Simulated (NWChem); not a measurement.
CH6GeMg; SMILES [CH3][Mg][GeH3]

```xyz
9

Mg    -0.4060    -1.1509    -0.0005
C     -0.4860    -3.2410     0.0006
H      0.4483    -3.6835    -0.3693
H     -1.2967    -3.6160    -0.6378
H     -0.6566    -3.6404     1.0089
Ge    -0.3070     1.4484    -0.0018
H     -1.2441     2.1335     1.0394
H      1.1001     2.0430     0.3120
H     -0.7016     2.1129    -1.3562
```
Atoms are numbered in this order, from 1.

Computed with NWChem. Pople sets run with spherical d functions. STO-3G and 3-21G are far too small for this property and stand as cheap habits. Geometry: optimised at B3LYP/6-31G* (spherical d). Field at 589 nm.

```json
[
 {"level": "B3LYP/STO-3G", "isotropic polarisability (bohr³)": "33.8", "anisotropy (bohr³)": "32.6", "relative time": "1"},
 {"level": "B3LYP/6-31G*", "isotropic polarisability (bohr³)": "79.1", "anisotropy (bohr³)": "53.4", "relative time": "6"},
 {"level": "B3LYP/def2-SVP", "isotropic polarisability (bohr³)": "82.9", "anisotropy (bohr³)": "48.7", "relative time": "6"},
 {"level": "B3LYP/def2-SVPD", "isotropic polarisability (bohr³)": "93.0", "anisotropy (bohr³)": "56.5", "relative time": "10"}
]
```

Relative times are rough (shared machine, one core).
